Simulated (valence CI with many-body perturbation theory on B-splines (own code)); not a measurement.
**Energy levels of Tc³⁶⁺**

Method: valence CI with perturbative core correlation (CI+MBPT): five valence electrons over a frozen Dirac-Fock core [He], radial functions for each j: 11 s, 11 p, 10 d, 8 f, 5 g, 2 h, with the one-electron correlation potential Σ1, the two-electron term Σ2, the three-electron term Σ3, Breit, model QED; selected CI, second order for the rest, scaled by the run's own slope (own B-spline code, finite nucleus).

The last digits are not significant, and no measured levels were compared; by estimate large intervals hold to a few tenths of a per cent, small ones and those within an open d or f shell to about a per cent. Among the levels kept, up to 11000 cm⁻¹ of a level comes from second order outside the variational space, and about a tenth of that is noise between levels of different J, which matters for small intervals.

Levels 1 to 45 of 203, with energies above the lowest level, (2s^2 2p1/2^2 2p3/2) J=3/2. "Leading %" is the weight of the configuration and term that name the level; weights of strongly mixed levels are sums over their largest components and can fall short. In the jj column 3d3/2^4 stands for four electrons in 3d with j = 3/2. Lifetimes count E1, E2, E3, M1 and M2 decay at the calculated energies, and are blank where another channel may lead or the interval is too uncertain; long ones can be off by a factor of two.

| No. | Configuration | Term | J | E (eV) | Leading % | Leading jj | Lifetime |
| --- | --- | --- | --- | --- | --- | --- | --- |
| 1 | 2s²2p³ | ²P° | 3/2 | 0.0 | 42 | 2s^2 2p1/2^2 2p3/2 (98 %) |  |
| 2 | 2s²2p³ | ⁴S° | 3/2 | 110.4 | 51 | 2s^2 2p1/2 2p3/2^2 (98 %) | 67.7 ns |
| 3 | 2s²2p³ | ²D° | 5/2 | 126.7 | 100 | 2s^2 2p1/2 2p3/2^2 (100 %) | 376 ns |
| 4 | 2s²2p³ | ²P° | 1/2 | 148.5 | 99 | 2s^2 2p1/2 2p3/2^2 (99 %) | 77.1 ns |
| 5 | 2s²2p³ | ²P° | 3/2 | 259.4 | 55 | 2s^2 2p3/2^3 (98 %) | 28.8 ns |
| 6 | 2s2p⁴ | ⁴P | 5/2 | 270.1 | 82 | 2s 2p1/2^2 2p3/2^2 (97 %) | 17.0 ps |
| 7 | 2s2p⁴ | ²S | 1/2 | 318.3 | 49 | 2s 2p1/2^2 2p3/2^2 (92 %) | 4.89 ps |
| 8 | 2s2p⁴ | ⁴P | 3/2 | 319.3 | 38 | 2s 2p1/2^2 2p3/2^2 (88 %) | 3.26 ps |
| 9 | 2s2p⁴ | ⁴P | 3/2 | 400.2 | 61 | 2s 2p1/2 2p3/2^3 (92 %) | 4.83 ps |
| 10 | 2s2p⁴ | ²D | 5/2 | 424.2 | 82 | 2s 2p1/2 2p3/2^3 (97 %) | 5.44 ps |
| 11 | 2s2p⁴ | ²P | 1/2 | 448.7 | 54 | 2s 2p1/2 2p3/2^3 (87 %) | 2.08 ps |
| 12 | 2s2p⁴ | ²P | 3/2 | 460.7 | 60 | 2s 2p1/2 2p3/2^3 (97 %) | 1.88 ps |
| 13 | 2s2p⁴ | ²P | 1/2 | 577.2 | 42 | 2s 2p3/2^4 (92 %) | 2.08 ps |
| 14 | 2p⁵ | ²P° | 3/2 | 638.0 | 99 | 2p1/2^2 2p3/2^3 (99 %) | 1.87 ps |
| 15 | 2p⁵ | ²P° | 1/2 | 763.4 | 99 | 2p1/2 2p3/2^4 (99 %) | 1.46 ps |
| 16 | 2s²2p²3s | ⁴P | 1/2 | 2794.2 | 52 | 2s^2 2p1/2^2 3s (98 %) | 57.5 fs |
| 17 | 2s²2p²3p | ⁴D° | 1/2 | 2842.7 | 42 | 2s^2 2p1/2^2 3p1/2 (98 %) | 5.57 ps |
| 18 | 2s²2p²3p | ²P° | 3/2 | 2885.0 | 26 | 2s^2 2p1/2^2 3p3/2 (96 %) | 4.28 ps |
| 19 | 2s²2p²3s | ⁴P | 3/2 | 2907.1 | 88 | 2s^2 2p1/2 2p3/2 3s (99 %) | 73.9 fs |
| 20 | 2s²2p²3s | ²P | 1/2 | 2912.8 | 68 | 2s^2 2p1/2 2p3/2 3s (99 %) | 36.6 fs |
| 21 | 2s²2p²3s | ²D | 5/2 | 2920.2 | 56 | 2s^2 2p1/2 2p3/2 3s (97 %) | 47.8 fs |
| 22 | 2s²2p²3s | ²D | 3/2 | 2924.4 | 59 | 2s^2 2p1/2 2p3/2 3s (99 %) | 38.9 fs |
| 23 | 2s²2p²3d | ⁴F | 3/2 | 2935.1 | 38 | 2s^2 2p1/2^2 3d3/2 (98 %) | 40.4 fs |
| 24 | 2s²2p²3d | ²D | 5/2 | 2951.8 | 27 | 2s^2 2p1/2^2 3d5/2 (96 %) | 9.32 fs |
| 25 | 2s²2p²3p | ⁴P° | 1/2 | 2955.3 | 42 | 2s^2 2p1/2 2p3/2 3p1/2 (98 %) | 6.48 ps |
| 26 | 2s²2p²3p | ⁴D° | 3/2 | 2960.0 | 54 | 2s^2 2p1/2 2p3/2 3p1/2 (98 %) | 7.59 ps |
| 27 | 2s²2p²3p | ²F° | 5/2 | 2969.6 | 40 | 2s^2 2p1/2 2p3/2 3p1/2 (97 %) | 5.88 ps |
| 28 | 2s²2p²3p | ²P° | 3/2 | 2986.8 | 36 | 2s^2 2p1/2 2p3/2 3p1/2 (92 %) | 1.07 ps |
| 29 | 2s²2p²3p | ⁴D° | 5/2 | 2992.1 | 51 | 2s^2 2p1/2 2p3/2 3p3/2 (96 %) | 3.23 ps |
| 30 | 2s²2p²3p | ⁴P° | 1/2 | 2995.8 | 39 | 2s^2 2p1/2 2p3/2 3p3/2 (98 %) | 4.63 ps |
| 31 | 2s²2p²3p | ²D° | 3/2 | 3000.6 | 49 | 2s^2 2p1/2 2p3/2 3p3/2 (95 %) | 3.98 ps |
| 32 | 2s²2p²3p | ²F° | 7/2 | 3006.1 | 56 | 2s^2 2p1/2 2p3/2 3p3/2 (98 %) | 7.07 ps |
| 33 | 2s²2p²3p | ²P° | 3/2 | 3011.1 | 43 | 2s^2 2p1/2 2p3/2 3p3/2 (93 %) | 665 fs |
| 34 | 2s²2p²3p | ²D° | 5/2 | 3018.8 | 51 | 2s^2 2p1/2 2p3/2 3p3/2 (93 %) | 1.36 ps |
| 35 | 2s²2p²3p | ²P° | 1/2 | 3029.0 | 82 | 2s^2 2p1/2 2p3/2 3p3/2 (96 %) | 875 fs |
| 36 | 2s2p³3s | ⁶S° | 5/2 | 3041.8 | 51 | 2s 2p1/2^2 2p3/2 3s (83 %) | 182 fs |
| 37 | 2s²2p²3s | ⁴P | 5/2 | 3043.3 | 54 | 2s^2 2p3/2^2 3s (95 %) | 35.9 fs |
| 38 | 2s²2p²3s | ²P | 3/2 | 3048.0 | 25 | 2s^2 2p3/2^2 3s (48 %) | 27.6 fs |
| 39 | 2s²2p²3s | ²P | 3/2 | 3049.7 | 25 | 2s^2 2p1/2 2p3/2 3d3/2 (50 %) | 26.1 fs |
| 40 | 2s²2p²3d | ⁴F | 5/2 | 3050.6 | 55 | 2s^2 2p1/2 2p3/2 3d3/2 (95 %) | 49.9 fs |
| 41 | 2s²2p²3d | ⁴D | 1/2 | 3051.4 | 80 | 2s^2 2p1/2 2p3/2 3d3/2 (99 %) | 45.1 fs |
| 42 | 2s²2p²3d | ⁴F | 7/2 | 3057.0 | 62 | 2s^2 2p1/2 2p3/2 3d5/2 (88 %) | 212 fs |
| 43 | 2s2p³3s | ⁴S° | 3/2 | 3059.0 | 44 | 2s 2p1/2^2 2p3/2 3s (87 %) | 44.9 fs |
| 44 | 2s²2p²3d | ²F | 7/2 | 3061.2 | 41 | 2s^2 2p1/2 2p3/2 3d3/2 (77 %) | 54.3 ps |
| 45 | 2s²2p²3d | ⁴P | 5/2 | 3064.3 | 39 | 2s^2 2p1/2 2p3/2 3d5/2 (61 %) | 7.50 fs |

The ionisation energy to 2s²2p² ³P0 of the next ion comes out as 5056.2 eV (NIST: 5060 ± 40 eV (semi-empirical)). All 203 levels together are meant to be complete up to 3457.2 eV.
